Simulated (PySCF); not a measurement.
**How methods differ on the excitation energy of N**

N [He] 2s2 2p3 (4S) → N [He] 2s2 2p2 3d1 (high-spin determinant), as a difference of total energies. Calculation: PySCF 2.14, in aug-cc-pVQZ with one added diffuse shell each of s, p, d, f, g type (7s6p5d4f3g, 105 functions); the non-relativistic Hamiltonian (point nucleus). Correlated levels: valence: 1s2 frozen. The calculations carry no spin-orbit coupling.

```csv
method,excitation energy (eV)
UHF,12.867
LDA,13.522
PBE,13.079
PBE0,13.175
r2SCAN,13.402
BLYP,12.886
PW91,13.155
B97-3,13.051
wB97X,13.422
MP2 (valence),13.536
SCS-MP2 (valence),13.285
```

**Question.** How much does correlation contribute at MP2 (valence)?

**Answer.** 13.536 − (12.867) = 0.669 eV, measured against UHF.

A first-order spin-orbit estimate (lowest level to lowest level, LS coupling) adds -0.008 eV.

The promoted electron is Rydberg-like, and one or two diffuse shells describe it only roughly, which tends to raise the upper state.

The determinant of the upper state mixes LS terms, which raises its energy above the lowest term, most at the Hartree-Fock and MP2 levels.
